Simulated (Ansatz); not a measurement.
Basis-set series for C$_{2}$H$_{3}$ClFIn (`C=[CH][In]([F])[Cl]`). Total charge 0; spin multiplicity 1. In: def2 effective core potential. Geometry: relaxed with PBE0-D4/def2-TZVP. It is one conformer, not always the lowest.

```csv
atom,x (Å),y (Å),z (Å)
C1,0.0094,-0.0236,-1.5421
C2,-0.6724,-0.2424,-0.4232
In3,0.2271,0.1047,1.4459
F4,2.0675,0.7466,1.4316
Cl5,-0.5313,-0.1221,3.6140
H6,-0.4384,-0.1969,-2.5184
H7,1.0344,0.3345,-1.5446
H8,-1.6962,-0.6009,-0.4632
```

```tsv
functional	basis	functions	energy (Eh)	HOMO (eV)	LUMO (eV)
PBE0-D4	def2-SVP	101	-827.61488	-8.60	-1.74
PBE0-D4	def2-TZVPP	227	-827.99886	-8.72	-1.87
ωB97M-V	def2-SVP	101	-827.81529	-10.76	0.09
ωB97M-V	def2-TZVPP	227	-828.20506	-10.91	-0.13
```

(1) Give the rows for def2-QZVPP. (An estimate is asked.)

Answers

(1) Computed: 
```json
{"functional": "PBE0-D4", "basis": "def2-QZVPP", "functions": "413", "energy (Eh)": "-828.02434", "HOMO (eV)": "-8.74", "LUMO (eV)": "-1.90"}
{"functional": "ωB97M-V", "basis": "def2-QZVPP", "functions": "413", "energy (Eh)": "-828.22937", "HOMO (eV)": "-10.94", "LUMO (eV)": "-0.19"}
```
